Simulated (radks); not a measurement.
Results of a calculation; reference values are marked as such.
V II, 22 electrons, occupied as [Ar] 3d4. Code: a radial shooting solver on a logarithmic mesh with Libxc functionals. Model: Dirac Kohn-Sham, BLYP, spin-unpolarised, spherical densities, finite nucleus; open shells fill j = l - 1/2 first; Fermi nuclear charge, rms radius 3.6002 fm.

Unscreened Slater integrals over Kohn-Sham orbitals (hartree). Large and small components are both included. Empty in this configuration: 4s1/2.

\begin{tabular}{lr}
integral & value \\ \hline
F0(3d3/2,3d3/2) & 0.60797 \\
F2(3d3/2,3d3/2) & 0.26587 \\
F0(3d3/2,3p3/2) & 0.71631 \\
F2(3d3/2,3p3/2) & 0.32144 \\
G1(3d3/2,3p3/2) & 0.39851 \\
G3(3d3/2,3p3/2) & 0.23669 \\
F0(3d3/2,3p1/2) & 0.71875 \\
G1(3d3/2,3p1/2) & 0.39926 \\
F0(3d3/2,3s1/2) & 0.73714 \\
G2(3d3/2,3s1/2) & 0.29609 \\
F0(3d3/2,4s1/2) & 0.34599 \\
G2(3d3/2,4s1/2) & 0.064416 \\
F0(3p3/2,3p3/2) & 0.87675 \\
F2(3p3/2,3p3/2) & 0.43723 \\
F0(3p3/2,3p1/2) & 0.88057 \\
G2(3p3/2,3p1/2) & 0.43890 \\
F0(3p3/2,3s1/2) & 0.90842 \\
G1(3p3/2,3s1/2) & 0.60112 \\
F0(3p3/2,4s1/2) & 0.36385 \\
G1(3p3/2,4s1/2) & 0.022366 \\
F0(3p1/2,3p1/2) & 0.88444 \\
F0(3p1/2,3s1/2) & 0.91261 \\
G1(3p1/2,3s1/2) & 0.60401 \\
F0(3p1/2,4s1/2) & 0.36412 \\
G1(3p1/2,4s1/2) & 0.022097 \\
F0(3s1/2,3s1/2) & 0.94374 \\
F0(3s1/2,4s1/2) & 0.36609 \\
G0(3s1/2,4s1/2) & 0.015433 \\
F0(4s1/2,4s1/2) & 0.28281 \\
\end{tabular}
